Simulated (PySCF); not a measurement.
**Electron correlation in Zr (zirconium, neutral)**

[Kr] 4d2 5s2, high-spin 3F determinant. Calculation: PySCF 2.14, in x2c-TZVPPall with one added diffuse shell each of s, p, d, f type (9s7p7d3f1g, 95 functions); scalar relativity by spin-free X2C-1e. Frozen: [Kr]; 4 electrons correlated.

| level | correlation energy (mhartree) |
| --- | --- |
| CCSD | -57.40 |
| (T) | -3.03 |
| CCSD(T) | -60.43 |

Diagnostics: T1 = 0.030, D1 = 0.0737, largest double amplitude 0.064.

Cost of the coupled-cluster step: roughly 29 core-seconds, for 4 correlated electrons.
